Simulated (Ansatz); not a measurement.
`O=COC(F)(F)F`, charge 0, multiplicity 1.

Problem. Give a relaxed structure at PBE0-D4/def2-TZVP (Ansatz). (Best estimate.)

Solution. Ansatz gave: 
Cartesian coordinates in Å:
```
O -0.9091 0.1291 -1.6235
C 0.2374 0.0464 -1.3457
O 0.7567 -0.0428 -0.0827
C -0.0978 -0.0392 0.9954
F 0.6587 -0.1351 2.0740
F -0.7974 1.0810 1.0630
F -0.9302 -1.0664 0.9652
H 1.0818 0.0268 -2.0458
```
Point group Cs.
